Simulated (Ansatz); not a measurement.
This geometry of CH₇BSi₂ (11 atoms, charge 0, multiplicity 1) is a first-order saddle point.

All numbers below come from RKS CAM-B3LYP/def2-SVP in Ansatz 0.2.0.

```xyz
11
Properties=species:S:1:pos:R:3
Si -1.294 1.490 -0.077
Si 0.101 -0.143 0.850
B 1.836 -0.737 0.266
C 0.786 -1.295 -0.651
H -1.904 1.001 -1.346
H -0.532 2.734 -0.372
H -2.379 1.814 0.890
H -0.458 -0.736 2.099
H 2.869 -1.157 0.703
H 0.308 -0.671 -1.418
H 0.733 -2.357 -0.923
```

(1) Which two structures does it join? (They come from a converged band through this point; their orientation in space is the band's.)

(2) How far does it lie above each of them?

Answers

(1) No bond is made or broken. The dihedral H7–Si1–Si2–B3 goes from 130 to -109°. The two ends are copies of one structure, up to a mirror image or an exchange of like atoms.

Image 0:

```xyz
11
Properties=species:S:1:pos:R:3
Si -1.277 1.487 -0.085
Si 0.265 0.011 0.846
B 1.841 -0.746 0.045
C 0.632 -1.397 -0.557
H -0.998 1.601 -1.544
H -1.152 2.831 0.544
H -2.673 1.005 0.106
H -0.045 -0.347 2.259
H 2.930 -1.138 0.355
H 0.026 -0.881 -1.313
H 0.517 -2.485 -0.634
```

Image 6:

```xyz
11
Properties=species:S:1:pos:R:3
Si -1.351 1.424 -0.046
Si 0.023 -0.228 0.852
B 1.827 -0.688 0.371
C 0.897 -1.167 -0.705
H -2.693 0.880 -0.395
H -0.710 1.958 -1.280
H -1.531 2.533 0.932
H -0.617 -0.982 1.967
H 2.829 -1.127 0.862
H 0.475 -0.468 -1.438
H 0.917 -2.191 -1.100
```

(2) 4.7 kJ/mol above the first and 4.7 kJ/mol above the second. This is the barrier of this one path; another mechanism may lie lower.

Time of the run: 4.8 min on 2 threads of Arm Neoverse V1 (shared host), peak memory 0.25 GiB.
